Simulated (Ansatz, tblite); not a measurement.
Forces on [IBr2]- (IBr2⁻) at its PBE0-D4/def2-TZVPD geometry. Total charge -1; singlet.

In the def2 sets I takes a core potential; there is no spin–orbit coupling. The xTB rows come from tblite.

GFN1-xTB (tblite), largest force 0.45 eV/Å:

```xyz
3
positions Å, forces eV/Å
I     0.000    0.000    0.000    0.000   -0.001   -0.001
Br    1.143    1.719    1.771   -0.190   -0.286   -0.295
Br   -1.143   -1.719   -1.771    0.191    0.287    0.296
```

GFN2-xTB (tblite), largest force 0.25 eV/Å:

```
I 0.000 0.000 0.000
Br 0.105 0.158 0.162
Br -0.105 -0.157 -0.162
```

PBE-D4/def2-TZVPD (Ansatz), largest force 0.26 eV/Å:

```
I 0.000 0.000 -0.001
Br 0.110 0.166 0.171
Br -0.110 -0.165 -0.170
```
